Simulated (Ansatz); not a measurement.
C₂H₆ClF₃MoO₂ (`C[O][Mo]([F])([F])([F])([Cl])[O]C`). Total charge 0; spin multiplicity 1. Mo: def2 effective core potential. All single points use the PBE0-D4/def2-TZVP geometry. It is one conformer, not always the lowest.

```xyz
15

C     1.357   -0.679   -2.343
O     0.821   -0.035   -1.228
Mo   -0.604   -0.110   -0.117
F    -0.995    1.712   -0.131
F    -0.321   -1.947   -0.094
F    -2.128   -0.498    0.878
Cl   -1.982   -0.254   -1.972
O     0.239    0.241    1.459
C    -0.138    0.899    2.636
H     2.322   -0.232   -2.583
H     0.661   -0.559   -3.180
H     1.473   -1.743   -2.116
H    -0.341    1.949    2.401
H    -1.044    0.433    3.033
H     0.678    0.824    3.356
```

Question: What is the dipole moment at ωB97M-V/def2-TZVPP? (Estimate.)

Answer: Ansatz gave: 4.31 D, with components (4.15, 0.71, 0.90) D in this frame, pointing from negative to positive charge.

Question: And with PBE, r2SCAN, B3LYP? (Best estimate.)

Answer: Computed: PBE 4.18 D, r2SCAN 4.30 D, B3LYP 4.26 D.

Question: Give the Mulliken charges with ωB97M-V, B3LYP, r2SCAN in def2-TZVPP. (An estimate is asked.)

Answer: Computed: 
| atom | ωB97M-V | B3LYP | r2SCAN |
| --- | --- | --- | --- |
| C1 | -0.14 | -0.09 | 0.02 |
| O2 | -0.35 | -0.37 | -0.36 |
| Mo3 | 1.41 | 1.52 | 1.48 |
| F4 | -0.35 | -0.37 | -0.36 |
| F5 | -0.35 | -0.37 | -0.36 |
| F6 | -0.34 | -0.36 | -0.35 |
| Cl7 | -0.22 | -0.26 | -0.28 |
| O8 | -0.36 | -0.38 | -0.37 |
| C9 | -0.15 | -0.10 | 0.02 |
| H10 | 0.14 | 0.13 | 0.08 |
| H11 | 0.14 | 0.12 | 0.09 |
| H12 | 0.15 | 0.13 | 0.10 |
| H13 | 0.15 | 0.14 | 0.10 |
| H14 | 0.15 | 0.14 | 0.10 |
| H15 | 0.14 | 0.13 | 0.08 |

B3LYP here is the variant with VWN-RPA as its local correlation; programs differ in this.
